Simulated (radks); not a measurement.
The nuclear charge of neutral aluminium is varied continuously with 13 electrons held in [Ne] 3s2 3p1. All-electron calculation, non-relativistic Kohn-Sham, LDA (Slater exchange, Perdew-Wang correlation), spin-polarised, spherical densities, point nucleus; open shells are filled with parallel spins first. Program: a radial shooting solver on a logarithmic mesh with Libxc functionals. By the Hellmann-Feynman theorem dE/dZ = E(electron-nucleus)/Z, the electronic potential at the nucleus.

[
 {"Z": "12.8", "E (hartree)": "-232.52409", "E(electron-nucleus)/Z (hartree)": "-43.5216", "HOMO": "3p", "e(HOMO) (eV)": "-1.699", "<r> HOMO (bohr)": "3.748"},
 {"Z": "13", "E (hartree)": "-241.31661", "E(electron-nucleus)/Z (hartree)": "-44.4032", "HOMO": "3p", "e(HOMO) (eV)": "-3.021", "<r> HOMO (bohr)": "3.391"},
 {"Z": "13.2", "E (hartree)": "-250.28521", "E(electron-nucleus)/Z (hartree)": "-45.2825", "HOMO": "3p", "e(HOMO) (eV)": "-4.524", "<r> HOMO (bohr)": "3.120"},
 {"Z": "13.4", "E (hartree)": "-259.42951", "E(electron-nucleus)/Z (hartree)": "-46.1602", "HOMO": "3p", "e(HOMO) (eV)": "-6.194", "<r> HOMO (bohr)": "2.902"},
 {"Z": "13.6", "E (hartree)": "-268.74922", "E(electron-nucleus)/Z (hartree)": "-47.0366", "HOMO": "3p", "e(HOMO) (eV)": "-8.022", "<r> HOMO (bohr)": "2.721"},
 {"Z": "13.8", "E (hartree)": "-278.24409", "E(electron-nucleus)/Z (hartree)": "-47.9120", "HOMO": "3p", "e(HOMO) (eV)": "-10.004", "<r> HOMO (bohr)": "2.567"},
 {"Z": "14", "E (hartree)": "-287.91394", "E(electron-nucleus)/Z (hartree)": "-48.7864", "HOMO": "3p", "e(HOMO) (eV)": "-12.133", "<r> HOMO (bohr)": "2.434"}
]

The central difference of E at Z = 13 is -44.403 hartree, to compare with the third column; the second derivative is -4.4 hartree.
